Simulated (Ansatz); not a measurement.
Computed with frozen-core CCSD(T)/cc-pVTZ // PBE0-D3(BJ)/def2-TZVP in Ansatz (a quantum-chemistry and plane-wave program).

Ansatz 0.2 input:
```yaml
crystal:
  periodic: [false, false, false]
  atoms:
    - { symbol: Ga, position_ang: [0.000013, -0.000098, 0.000053] }
    - { symbol: H, position_ang: [1.561132, -0.147041, -0.017174] }
    - { symbol: H, position_ang: [-0.908163, -1.278441, 0.011141] }
    - { symbol: H, position_ang: [-0.652983, 1.425579, 0.005979] }
basis:
  gaussian: { orbitals: cc-pVTZ }
correlation:
  method: ccsd_t
```

Output:

```
Functional definition: HF
508 factors; integrals over basis functions are off by at most 1.7e-3 eV
mean field evaluation 1: about -52381.5331 eV, gradient 9.3e0 eV
mean field evaluation 2: about -52381.5412 eV, gradient 9.3e0 eV
mean field evaluation 4: about -52381.9501 eV, gradient 1.5e0 eV
mean field evaluation 8: about -52381.9544 eV, gradient 3.5e-5 eV
mean field evaluation 16: about -52381.9543 eV, gradient 9.0e-2 eV
mean field -52381.95435641 eV, -1925.0013168341 hartree, gradient 1.1e-6 eV, S^2 0.000000; 0 other end points of the search recorded, 0 dependent functions left out
9 core orbitals not correlated
reference -52381.95435641 eV, -1925.0013168341 hartree; 8, 8 occupied and 68, 68 virtual orbitals, 508 factors
second order -4.81499677 eV of doubles, -0.00000000 eV of singles
cycle   1  -5.03445194 eV  change   -2.2e-1 eV  update   7.4e-2
cycle   2  -5.30892303 eV  change   -2.7e-1 eV  update   2.3e-2
cycle   3  -5.34997619 eV  change   -4.1e-2 eV  update   1.0e-2
cycle   4  -5.34920806 eV  change    7.7e-4 eV  update   2.1e-3
cycle   5  -5.34934276 eV  change   -1.3e-4 eV  update   6.1e-4
cycle   6  -5.34910458 eV  change    2.4e-4 eV  update   1.6e-4
cycle   7  -5.34909796 eV  change    6.6e-6 eV  update   3.8e-5
cycle   8  -5.34911456 eV  change   -1.7e-5 eV  update   1.2e-5
perturbative correction -0.21083202 eV, -0.0077479336 hartree
Total energy: -52387.51430299 eV, -1925.2056411022 hartree
```

Cost: about 3 core-seconds (a rough figure).
